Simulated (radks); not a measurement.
The numbers below are computed, except where a source is named.
All-electron atom: Pm29+ in [Ar] 3d10 4s2 4p2 (the NIST ground configuration).

Level of theory: Dirac Kohn-Sham, PBE, spin-unpolarised, spherical densities, finite nucleus; open shells fill j = l - 1/2 first; Fermi nuclear charge, rms radius 4.962 fm (a radial shooting solver on a logarithmic mesh with Libxc functionals).

Energy parts (hartree):
| part | energy |
|---|---|
| total | -9596.0929 |
| kinetic | 10411.0396 |
| electron-nucleus | -22206.8196 |
| Hartree | 2392.2573 |
| exchange-correlation | -192.5701 |

Orbitals (lengths in bohr, moments of r in powers of bohr; <r^-3> diverges for s and p1/2):
[
 {"orbital": "1s1/2", "occ.": "2", "eigenvalue (hartree)": "-1690.942", "<r^-3>": "-", "<1/r>": "67.42", "<r>": "0.02318", "small-component weight": "5.13e-02"},
 {"orbital": "2s1/2", "occ.": "2", "eigenvalue (hartree)": "-306.1676", "<r^-3>": "-", "<1/r>": "16.02", "<r>": "0.09831", "small-component weight": "1.13e-02"},
 {"orbital": "2p1/2", "occ.": "2", "eigenvalue (hartree)": "-292.1046", "<r^-3>": "-", "<1/r>": "15.99", "<r>": "0.08231", "small-component weight": "1.13e-02"},
 {"orbital": "2p3/2", "occ.": "4", "eigenvalue (hartree)": "-271.4522", "<r^-3>": "8437", "<1/r>": "14.32", "<r>": "0.08880", "small-component weight": "1.06e-02"},
 {"orbital": "3s1/2", "occ.": "2", "eigenvalue (hartree)": "-94.22289", "<r^-3>": "-", "<1/r>": "5.891", "<r>": "0.2567", "small-component weight": "3.61e-03"},
 {"orbital": "3p1/2", "occ.": "2", "eigenvalue (hartree)": "-88.23924", "<r^-3>": "-", "<1/r>": "5.809", "<r>": "0.2460", "small-component weight": "3.55e-03"},
 {"orbital": "3p3/2", "occ.": "4", "eigenvalue (hartree)": "-83.95322", "<r^-3>": "1806", "<1/r>": "5.389", "<r>": "0.2579", "small-component weight": "3.35e-03"},
 {"orbital": "3d3/2", "occ.": "4", "eigenvalue (hartree)": "-73.69743", "<r^-3>": "302.5", "<1/r>": "5.266", "<r>": "0.2285", "small-component weight": "3.23e-03"},
 {"orbital": "3d5/2", "occ.": "6", "eigenvalue (hartree)": "-72.75366", "<r^-3>": "272.3", "<1/r>": "5.160", "<r>": "0.2322", "small-component weight": "3.17e-03"},
 {"orbital": "4s1/2", "occ.": "2", "eigenvalue (hartree)": "-42.73166", "<r^-3>": "-", "<1/r>": "2.771", "<r>": "0.5290", "small-component weight": "1.46e-03"},
 {"orbital": "4p1/2", "occ.": "2", "eigenvalue (hartree)": "-40.29569", "<r^-3>": "-", "<1/r>": "2.705", "<r>": "0.5298", "small-component weight": "1.41e-03"},
 {"orbital": "4p3/2", "occ.": "0", "eigenvalue (hartree)": "-39.00860", "<r^-3>": "551.6", "<1/r>": "2.572", "<r>": "0.5474", "small-component weight": "1.36e-03"}
]

The highest occupied level is 4p1/2 at -1096.5 eV. For comparison, the ionisation energy in NIST's Atomic Spectra Database is 1113 eV (theoretical). In exact Kohn-Sham theory the highest level is minus the ionisation energy, but local and semilocal functionals leave it too shallow, through self-interaction and a potential that decays too fast; potentials with the right tail come closer. The electron density at the nucleus is 4.937e+05 e/bohr^3.

Beside tabulated values, note that spin-unpolarised runs miss the spin-polarisation part of the exchange energy of open shells.
